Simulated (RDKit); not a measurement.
Input for RDKit: UFF on CH6OSi (SMILES C[SiH2]O), a point of a torsion scan.

```python
from rdkit import Chem
from rdkit.Chem import AllChem, rdDetermineBonds

blocks = [
'''9

C    -1.23184058    0.28835166    0.04101322
Si    0.51116814   -0.43068096   -0.18365825
O     1.65234501    0.68009481    0.16220791
H    -1.99111739   -0.43745055   -0.22965827
H    -1.38623575    1.16680968   -0.58082056
H    -1.41718718    0.57997639    1.07225816
H     0.68164800   -1.56902895    0.72345106
H     0.77521872   -0.78706587   -1.57363566
H     1.46613858    1.44971061    0.69198741
''',
]
mol = None
for b in blocks:
    f = Chem.MolFromXYZBlock(b)
    rdDetermineBonds.DetermineBonds(f, charge=0)
    mol = f if mol is None else Chem.CombineMols(mol, f)
Chem.SanitizeMol(mol)
print(Chem.MolToSmiles(Chem.RemoveHs(mol)))
ff = AllChem.UFFGetMoleculeForceField(mol, vdwThresh=100.0, ignoreInterfragInteractions=False)
e = ff.CalcEnergy()
print(f'UFF energy {e:.6f} kcal/mol')
```

The log:

```
C[SiH2]O
UFF energy 10.207206 kcal/mol
```

The run finished.

Cost: around 0.04 core-seconds (rough).
